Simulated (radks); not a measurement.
Values are calculated unless marked as measured or tabulated.
Numerical settings for neutral manganese, [Ar] 3d5 4s2. Code: a radial shooting solver on a logarithmic mesh with Libxc functionals. Model: scalar-relativistic Kohn-Sham, PBEsol, spin-polarised, spherical densities, finite nucleus; open shells are filled with parallel spins first; Fermi nuclear charge, rms radius 3.7057 fm. The defaults (mesh step 0.008 in ln r, mesh end at 40 bohr or more with all orbitals vanishing there, Anderson mixing 0.5 over 9 steps, residual threshold near 1e-9 with the energy settled to 1e-9 hartree or 1e-11 of itself, here a cap of 100 iterations) give E = -1157.3651 hartree and 4s at -4.466 eV in 14 iterations. Run on one thread of a shared host, so times are rough (Arm Neoverse V2): 0.13 s of CPU time, 0.13 s wall, 14 iterations on 2381 mesh points. Changes against that run (0 stands for a change within the tolerance of the run):

setting                    iterations         converged  E (mhartree)  e(4s) (meV)  CPU (s)
mesh step in ln r 0.05             14               yes       +0.0046     -0.00451     0.03
mesh step in ln r 0.02             14               yes             0            0     0.06
mesh step in ln r 0.012            14               yes             0            0     0.09
mesh end (bohr) 20                 14               yes             0            0     0.12
mesh end (bohr) 1                  13  level above zero     +1.27e+05    +9.19e+05     0.09
residual threshold 1e-13           50               yes             0            0     0.27
residual threshold 1e-16          100                no             0            0     0.45
mixing 0.05                        20               yes             0            0     0.17
linear mixing, mixing 0.2          89               yes             0            0     0.59
linear mixing, mixing 0.8         100                no     +4.17e+03    -2.28e+04      1.5
mixing history 20                  20               yes             0            0     0.17
iteration cap 3                     3                no         +2.37         +207     0.04

Settled on a wrong energy, with an occupied level pushed above zero by the early mesh end: mesh end (bohr) 1 (+127 hartree). Apart from these: no run marked as converged misses the energy by more than 1 mhartree. A mesh that ends early acts as a hard wall.
